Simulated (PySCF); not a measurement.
Input and output

[Cs2]− (doublet). PySCF 2.14.0, UKS PBE, Cs def2-SVP with ECP46; non-relativistic Hamiltonian with scalar-relativistic core potentials where named; density fitting; no spin-orbit coupling. Purpose: all atoms moved at random, sigma 0.06 A.

```python
mol = gto.M(atom='''
Cs     0.02686     0.02424     2.64294
Cs    -0.02686    -0.02424    -2.64294''',
    basis={'Cs': 'def2-SVP'},
    ecp={'Cs': 'def2-SVP'},
    charge=-1, spin=1)
mf = dft.UKS(mol, xc='PBE')
mf.grids.atom_grid = (50, 194)
mf = mf.density_fit()  # fitting sets: Cs def2-universal-JKFIT
mf.conv_tol = 1e-08; mf.max_cycle = 55
mf.kernel(dm0)  # dm0: converged density of the relaxed state
mf.nuc_grad_method().kernel()
```

Run from Python with OMP_NUM_THREADS=2; the lines above give its settings. Where DIIS fails, smearing, a level shift and second-order steps follow.
It took 0.9 s on 2 threads of Intel(R) Xeon(R) Platinum 8488C (Sapphire Rapids), with other jobs on the host, from an already converged density.

Where do the frontier levels lie, over both spins?

HOMO 0.47 eV, LUMO 0.80 eV. The highest filled level lies above zero, as often for anions with such functionals and bases; it isn't the detachment energy.

What are the Mulliken charges and spins?


| atom | charge (e) | spin (e) |
| --- | --- | --- |
| Cs1 | -0.500 | 0.500 |
| Cs2 | -0.500 | 0.500 |

What forces act on the atoms (eV/Å)?


```
Cs   0.00  0.00  0.01
Cs   0.00  0.00 -0.01
```
Forces carry noise of the integration grid, about 0.01 to 0.03 eV/Å.

How does its energy compare with the relaxed doublet of charge -1 in vacuum?

It lies 0.000 eV higher.

Open shells may have lower solutions than the one found.
